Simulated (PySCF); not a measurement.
## Core-level binding energies of B(NH2)3

Compound: B(NH2)3.
Bonds: B1–N2, B1–N5, B1–N8. Hydrogens: H3, H4 on N2; H6, H7 on N5; H9, H10 on N8.

Level of theory: PySCF 2.14.0, delta-SCF UKS SCAN, pcX-2 on the ionised atom, pcseg-1 elsewhere, spin-free X2C. Binding energies are ΔSCF values: E(core-ionised, relaxed orbitals) − E(ground state) at a fixed geometry, referred to the vacuum level.

Q: Give the core binding energies atom by atom.

A: 
```csv
atom(s),environment,level,binding energy (eV),count
N2/N5/N8,nitrogen bonded to B and 2 H,N 1s,404.38,3
B1,boron bonded to 3 N,B 1s,195.77,1
```

Q: Which effective nuclear charge Zeff reproduces each element's mean 1s value in the hydrogen-like formula E = 13.606 eV × Zeff²?

A: B (Z = 5): mean 195.8 eV, Zeff = 3.79, Z − Zeff = 1.21; N (Z = 7): mean 404.4 eV, Zeff = 5.45, Z − Zeff = 1.55. Means run over the listed sites, weighted by atom count.

Atoms equivalent by their bonding share one computed value, that of the first of them. Geometry: PBE0-D3(BJ)/def2-SVP; no solvent, vibrations or thermal averaging.
